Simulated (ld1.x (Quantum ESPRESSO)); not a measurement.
## Building the PAW potential for Br (Z = 35) (LDA (PZ), scalar-relativistic).

bromine (Br), PAW, made with ld1.x (Quantum ESPRESSO) 7.5 (LDA (PZ), scalar-relativistic). Core [Ar], reference 3d10 4s2 4p5. Waves: 4s (bound): rcut 0.90, rcutus 1.25 bohr; 4s channel at 0.85 Ry: rcut 0.90, rcutus 1.25 bohr; 4p (bound): rcut 1.55, rcutus 2.05 bohr; 4p channel at -0.2 Ry: rcut 1.55, rcutus 2.05 bohr; 3d (bound): rcut 0.95, rcutus 1.05 bohr; 3d channel at -1.35 Ry: rcut 0.95, rcutus 1.05 bohr. Local part: all-electron potential smoothed inside 1.45 bohr (lloc = -1). Core correction: Bessel-smoothed model core inside 0.60 bohr. Augmentation charge: BG, radius 0.80 bohr.

All-electron outer shells of the reference configuration (LDA (PZ), scalar-relativistic, ld1.x):

```
shell  level (eV)  outermost node (bohr)  outermost maximum (bohr)
   3s     -237.20                   0.23                      0.48
   3p     -173.21                   0.21                      0.48
   3d      -67.00                      –                      0.43
   4s      -20.32                   0.67                      1.41
   4p       -8.01                   0.70                      1.66
```

Task: Does the generator finish with these settings?

Result: No. ld1.x (Quantum ESPRESSO) 7.5 stopped with "run_pseudo: Errors in PS-KS equation": the pseudo-atom solver did not find the valence states with the expected number of nodes, which is the usual sign of a ghost state. Before that it printed "Warning: n=1, l=0 expected 0 nodes, found 1".
